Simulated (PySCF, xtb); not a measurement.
B(Me)2(Et) (C₄H₁₁B), SMILES CB(CC)C. One conformer was computed; it need not be the lowest.

Harmonic wavenumbers (cm⁻¹) from xtb with GFN2-xTB at its own minimum, in rising order: 32, 75, 93, 200, 222, 287, 321, 407, 637, 670, 715, 861, 865, 872, 981, 1013, 1069, 1147, 1189, 1237, 1320, 1383, 1389, 1416, 1463, 1489, 1490, 1492, 1498, 1514, 1516, 2929, 2954, 3000, 3005, 3013, 3018, 3020, 3031, 3034, 3037, 3038.

Task: What does B3LYP-D3(BJ)/def2-SVP (PySCF) give at its own minimum? (The exact figures need the calculation; the answer reports its results.)

Result: 38, 67, 116, 214, 228, 310, 347, 426, 579, 641, 682, 837, 842, 879, 971, 1014, 1042, 1135, 1173, 1251, 1299, 1321, 1335, 1394, 1410, 1426, 1428, 1444, 1447, 1476, 1481, 2980, 3000, 3004, 3013, 3022, 3066, 3070, 3095, 3098, 3108, 3112. Paired by order, the mean absolute difference is 33 cm⁻¹ and the zero-point energies are 88.5 and 88.4 kcal/mol.
